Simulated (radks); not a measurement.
The numbers below are computed, except where a source is named.
Question: The mean radii <r> (bohr) of the occupied orbitals of an atom or ion are listed with their occupations. Code: a radial shooting solver on a logarithmic mesh with Libxc functionals. Model: scalar-relativistic Kohn-Sham, PBEsol, spin-polarised, spherical densities, finite nucleus; Fermi nuclear charge, rms radius of each element as measured or else 0.836 A^(1/3) + 0.57 fm.

orbital  occ.     <r>
1s up       1  0.7644

Name the element and its charge.

Answer: Z = 2, helium, charge +1: He+ in 1s(up 1, down 0). The 1s radius gives Z: for a bare nucleus <r> = (2 gamma + 1)/(2Z) with gamma = sqrt(1 - (Z/c)^2), 0.7499 bohr for Z = 2, and the self-interaction of the functional makes it slightly larger (0.7644 here). The occupations add up to 1, and the charge is Z minus that.
